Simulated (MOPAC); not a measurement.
MOPAC input (MNDO):

```
MNDO PRECISE GNORM=0.05 LET XYZ CHARGE=-1 GEO-OK AUX(PRECISION=9) THREADS=1
CH6BO2Si

C    -2.21082500 1    0.52521900 1   -0.10050000 1
Si   -0.79333700 1   -0.71996200 1   -0.65220900 1
B     0.86418100 1    0.09598600 1    0.18568100 1
O     1.22275300 1    1.44173600 1    0.13906600 1
O     1.88207700 1   -0.69880800 1    0.74748500 1
H    -2.26350500 1    0.70740500 1    0.97724000 1
H    -3.19223500 1    0.16810300 1   -0.43039500 1
H    -2.04030400 1    1.48985700 1   -0.59000800 1
H    -0.95713700 1   -1.80744600 1    0.43296800 1
H     2.10804500 1    1.54894700 1    0.51438600 1
H     1.55725500 1   -1.60207100 1    0.80892800 1
```

From the output:

```
                                                       MOPAC v23.2.5 Linux

          FINAL HEAT OF FORMATION =       -152.76629 KCAL/MOL =    -639.17415 KJ/MOL

          COSMO AREA              =        128.49 SQUARE ANGSTROMS
          COSMO VOLUME            =        118.41 CUBIC ANGSTROMS

          GRADIENT NORM           =          0.04990          =       0.01505 PER ATOM
          IONIZATION POTENTIAL    =          0.706565 EV
          HOMO LUMO ENERGIES (EV) =         -0.707  7.375
          NO. OF FILLED LEVELS    =         15
          MOLECULAR WEIGHT        =         88.9527         POINT GROUP:  Cs

          MOLECULAR DIMENSIONS (Angstroms)

            Atom       Atom       Distance
            H    10    H     7     5.64094
            H    11    H     8     4.06834
            H     6    H    11     1.72602

          SCF CALCULATIONS        =         90

   ATOM   CHEMICAL          X               Y               Z
  NUMBER   SYMBOL      (ANGSTROMS)     (ANGSTROMS)     (ANGSTROMS)

     1       C         -2.24778629  *   0.50157803  *  -0.31850862  *
     2      Si         -0.83644628  *  -0.55704603  *  -0.06737755  *
     3       B          0.88045340  *   0.05698603  *   0.24965453  *
     4       O          1.21266376  *   1.39743227  *   0.31458217  *
     5       O          2.00156293  *  -0.75474199  *   0.45246077  *
     6       H         -2.48990732  *   1.12467708  *   0.56962031  *
     7       H         -3.16088321  *  -0.09153316  *  -0.54240404  *
     8       H         -2.11706801  *   1.20837151  *  -1.16586541  *
     9       H         -1.05417189  *  -1.92702125  *  -0.10606921  *
    10       H          2.11947263  *   1.60876295  *   0.48083902  *
    11       H          1.78068241  *  -1.66975505  *   0.40902990  *

                             CARTESIAN COORDINATES

   1    C       -2.247786295     0.501578027    -0.318508620
   2   Si       -0.836446284    -0.557046032    -0.067377554
   3    B        0.880453404     0.056986034     0.249654533
   4    O        1.212663758     1.397432270     0.314582171
   5    O        2.001562928    -0.754741987     0.452460773
   6    H       -2.489907321     1.124677083     0.569620308
   7    H       -3.160883207    -0.091533161    -0.542404036
   8    H       -2.117068009     1.208371508    -1.165865415
   9    H       -1.054171889    -1.927021249    -0.106069213
  10    H        2.119472634     1.608762954     0.480839023
  11    H        1.780682411    -1.669755049     0.409029896

           Empirical Formula: C H6 O2 Si B  =    11 atoms

      MOLECULAR POINT GROUP   :   Cs

                  EIGENVALUES
 -37.22090 -34.97547 -25.84756 -16.53538 -14.46258 -12.24840  -9.45937  -9.33559
  -8.83093  -8.64851  -8.61928  -7.24139  -5.94262  -5.67663  -0.70656   7.37502
   7.89872   8.24063   9.16489   9.42401   9.45495  10.01217  10.08281  10.92632
  12.73170  13.18254

              NET ATOMIC CHARGES AND DIPOLE CONTRIBUTIONS

  ATOM NO.   TYPE          CHARGE      No. of ELECS.   s-Pop       p-Pop
    1          C           0.015554        3.9844     1.22827     2.75618
    2         Si          -0.233469        4.2335     1.00106     3.23241
    3          B          -0.092210        3.0922     1.22367     1.86854
    4          O          -0.284746        6.2847     1.77526     4.50948
    5          O          -0.343389        6.3434     1.77988     4.56351
    6          H          -0.070923        1.0709     1.07092
    7          H          -0.073243        1.0732     1.07324
    8          H          -0.068545        1.0685     1.06854
    9          H          -0.169280        1.1693     1.16928
   10          H           0.145474        0.8545     0.85453
   11          H           0.174777        0.8252     0.82522
 DIPOLE           X         Y         Z       TOTAL
 POINT-CHG.     2.207     0.594     0.391     2.319
 HYBRID         0.567    -0.197     0.121     0.612
 SUM            2.774     0.397     0.513     2.849

          ATOMIC ORBITAL ELECTRON POPULATIONS

     Atom    s        px        py        pz
    1  C   1.22827   0.97389   0.92013   0.86215
    2 Si   1.00106   0.74356   0.70822   1.78063
    3  B   1.22367   0.76545   0.63260   0.47050
    4  O   1.77526   1.26198   1.42480   1.82270
    5  O   1.77988   1.54392   1.16695   1.85264
    6  H   1.07092
    7  H   1.07324
    8  H   1.06854
    9  H   1.16928
   10  H   0.85453
   11  H   0.82522

 **********************
 *                    *
 * JOB ENDED NORMALLY *
 *                    *
 **********************

 == MOPAC DONE ==
```

The dipole moment of an ion depends on the origin.

The geometry given is a B3LYP-D3(BJ)/def2-TZVP minimum.
